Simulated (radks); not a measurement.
The numbers below are computed, except where a source is named.
Pt42+, configuration [Kr]. Level of theory: Dirac Kohn-Sham, LB94 model potential, spin-unpolarised, spherical densities, finite nucleus; Fermi nuclear charge, rms radius 5.427 fm (a radial shooting solver on a logarithmic mesh with Libxc functionals). Some entries of the table are withheld. Estimate them.

orbital  occ.  eigenvalue (eV)  <1/r> (bohr^-1)  <r> (bohr)
1s1/2       2              (1)            93.98     0.01713
2s1/2       2        -15813.42            23.08     0.07152
2p1/2       2        -15257.15            23.07     0.05888
2p3/2       4        -13513.25            18.91     0.06729
3s1/2       2        -5190.320            8.568      0.1842
3p1/2       2        -4941.827            8.496         (2)
3p3/2       4        -4548.503            7.420         (3)
3d3/2       4              (4)            7.314      0.1642
3d5/2       6              (5)            7.066      0.1686
4s1/2       2        -2406.919            4.077      0.3734
4p1/2       2              (6)            4.015      0.3693
4p3/2       4              (7)            3.641      0.3915

Answer. 
(1) 1s1/2 eigenvalue (eV): -80537.19
(2) 3p1/2 <r> (bohr): 0.1742
(3) 3p3/2 <r> (bohr): 0.1889
(4) 3d3/2 eigenvalue (eV): -4139.164
(5) 3d5/2 eigenvalue (eV): -4053.286
(6) 4p1/2 eigenvalue (eV): -2300.212
(7) 4p3/2 eigenvalue (eV): -2174.324
